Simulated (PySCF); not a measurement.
NMR data simulated for an unnamed compound:

1H NMR (300 MHz, computed): δ 9.07 (d, 1H), 7.91 (m, 1H), 7.81 (m, 1H), 7.45 (m, 1H), 6.21 (t, 1H), 4.82 (d, 2H).

13C{1H} NMR (computed): δ 166.0 (C), 155.8 (CH), 140.6 (CH), 137.3 (CH), 129.2 (CH), 71.6 (CH).

Level of theory: σ from GIAO-PBE0/pcSseg-1, geometry: GFN2-xTB, in PySCF (rapidly exchanging positions averaged, no relativistic terms, gas phase, one computed conformer).

δ = σ(ref) − σ, references computed at the same level: 1H (σref 31.72), 13C (σref 186.93) against TMS.

**Question.** Which of these does the molecule contain: an S-methyl group, an OH group, a vinyl group CH=CH2, a heteroaromatic ring, a Si–H bond?

**Answer.** 
- An S-methyl group: no.
- An OH group: no.
- A vinyl group CH=CH2: no.
- A heteroaromatic ring: yes.
- A Si–H bond: yes (δH 4.82 (d)).

The data belong to `ClC(Cl)[SiH2]c1ccccn1`, C₆H₇Cl₂NSi; they needn't prove each group on their own.

Carbon signals by region: 1 in the far downfield region (above 160 ppm), 4 in the sp2 and nitrile region (100–160 ppm), 1 at 50–100 ppm. Above 160 ppm: 166.0, substituted aromatic carbon next to a ring nitrogen.

Carbons that carry Cl, above all several Cl atoms, come out too deshielded, partly because spin–orbit coupling is missing. Shifts are as computed. Against solution values, carbons near 30 ppm lie about +3 ppm off and those near 130 ppm about +5 ppm; carbons on Cl a further +6 ppm. Of 1309 compounds with measured shifts, 239 miss one by over three times the rms of a fit or turn the order of signals round; such compounds aren't used in these exercises. Multiplicities follow the n + 1 count of equivalent neighbours, as no J values were calculated; m marks all less simple cases, F and P coupling included.
